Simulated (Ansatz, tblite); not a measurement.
Forces on the cluster OsO₃⁻ at its PBE-D4/def2-TZVPD geometry. The state is a doublet with charge -1.

In the def2 sets Os takes a core potential; there is no spin–orbit coupling. The xTB rows come from tblite. At r2SCAN-D4/def2-TZVPD the highest occupied level of the charge -1 doublet lies above zero (up to 0.42 eV). By energy differences its removal costs 2.84 eV (vertical, to the charge 0 singlet, at r2SCAN-D4/def2-TZVPD); a positive level beside a positive removal energy at the same level points to self-interaction error. The structure comes from a short search, and lower isomers may exist.

GFN1-xTB (tblite), largest force 3.53 eV/Å:

```xyz
4
positions Å, forces eV/Å
Os    0.040    0.074    0.000    0.486    0.907    0.001
O     1.750   -0.020   -0.304   -3.479    0.082    0.609
O    -0.795   -1.493   -0.002    0.983    1.846    0.002
O    -0.995    1.439    0.306    2.011   -2.834   -0.612
```

GFN2-xTB (tblite), largest force 2.42 eV/Å:

```
Os 0.620 1.158 0.001
O -2.381 -0.054 0.407
O 0.477 0.897 0.001
O 1.284 -2.001 -0.409
```

r2SCAN-D4/def2-TZVPD (Ansatz), largest force 0.60 eV/Å:

```
Os -0.018 -0.031 0.000
O -0.587 0.028 0.104
O 0.253 0.474 0.000
O 0.352 -0.471 -0.105
```
